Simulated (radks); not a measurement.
Results of a calculation; reference values are marked as such.
The holmium ion Ho2+ inside a hard spherical wall (all orbitals vanish at R), configuration held at [Xe] 4f11 and not refilled when levels cross. Code: a radial shooting solver on a logarithmic mesh with Libxc functionals. Model: scalar-relativistic Kohn-Sham, LDA (Slater exchange, VWN5 correlation), spin-polarised, spherical densities, finite nucleus; open shells are filled with parallel spins first (spin-orbit coupling, left out, can overturn this in heavy ions); Fermi nuclear charge, rms radius 5.2022 fm. Eigenvalues in eV for spin up, with the zero of energy where the potential of the charges vanishes at infinity; a dash marks a level that is unbound or too diffuse for the functional's potential to be trusted. A positive occupied level is held by the wall or, in an anion where self-interaction has pushed it up, behind a barrier. The pressure on the wall is -dE/dV.

R (bohr),E (hartree),kinetic (hartree),e(4d),e(5s),e(5p),e(4f),"e(6s, empty)","e(5d, empty)",pressure (GPa)
free,-12606.4942,13627.710,-174.32,-65.485,-40.741,-18.554,-14.765,-13.853,0
10,-12606.4942,13627.710,-174.32,-65.485,-40.741,-18.554,-14.764,-13.853,< 0.0001
8,-12606.4942,13627.710,-174.31,-65.484,-40.741,-18.553,-14.737,-13.847,0.000523
7,-12606.4941,13627.710,-174.31,-65.481,-40.737,-18.548,-14.641,-13.822,0.00497
6,-12606.4938,13627.714,-174.28,-65.461,-40.720,-18.522,-14.261,-13.717,0.0537
3,-12606.0137,13631.011,-167.79,-60.618,-35.435,-12.362,15.946,-2.768,327
1.5,-12573.2077,13760.287,-77.737,54.797,101.89,80.960,424.87,174.35,114000
